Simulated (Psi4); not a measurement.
Psi4 input (wB97X-D/6-311+G**):

```
memory 1500 MB

molecule {
0 2
Be   -0.00000000   -0.00000000   -0.95051621
F     0.00000000    0.00000000    0.42245165
symmetry c1
no_reorient
no_com
}

set {
  basis 6-311+G**
  reference uks
  scf_type pk
  dft_radial_points 99
  dft_spherical_points 590
  e_convergence 1e-8
  d_convergence 1e-7
  maxiter 150
}

e = energy('wb97x-d')
print_out(f'\nFINAL {e:.10f} DIPOLE {variable("CURRENT DIPOLE")[0]:.6f} {variable("CURRENT DIPOLE")[1]:.6f} {variable("CURRENT DIPOLE")[2]:.6f}\n')
```

Question: Predict the final energy.

Answer: -114.61147 Eh.
